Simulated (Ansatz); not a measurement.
Two isomers of C2H7NSn: A = `C[C](=N)[SnH3]`, B = `N/C=[CH]/[SnH3]`.

Isolated molecules relaxed with PBE0-D4/def2-TZVP in Ansatz; ΔE leaves out vibrations. CCSD(T)/CBS adds triple-zeta CCSD(T) − MP2 to the extrapolated MP2 energy (def2 sets, frozen cores). Functionals use def2-TZVPP. B3LYP here is the variant with VWN-RPA as its local correlation; programs differ in this. Elements past krypton have def2 core potentials. For Sn outer-core shells are correlated without core-valence functions, which leaves a few kJ/mol of doubt a bond. One conformer a species, not always the lowest.

Question: Which is lower in electronic energy at CCSD(T)/CBS, and by how much? (An estimate is asked.)

Answer: The calculation gave: B, by 0.9 kcal/mol.

Question: Give E(B) − E(A) in kcal/mol with B3LYP, PBE-D4, CCSD/def2-TZVPP, B3LYP-D4, B2PLYP, HF/def2-TZVPP, MP2/def2-TZVPP. (Estimate.)

Answer: The calculation gave: B3LYP -1.3, PBE-D4 -0.7, CCSD/def2-TZVPP -0.5, B3LYP-D4 -0.8, B2PLYP -1.2, HF/def2-TZVPP -2.2, MP2/def2-TZVPP -1.4. None reverses the order clearly.

Largest T1 diagnostic: 0.014.

From PBE to PBE0 (25 % exact exchange), in def2-TZVPP and without D4, E(B) − E(A) moves by −1.3 kcal/mol. In def2-TZVPP, CCSD(T) changes the Hartree–Fock value by +2.1 kcal/mol (the triples alone add +0.4 kcal/mol) and MP2 by +0.8 kcal/mol.
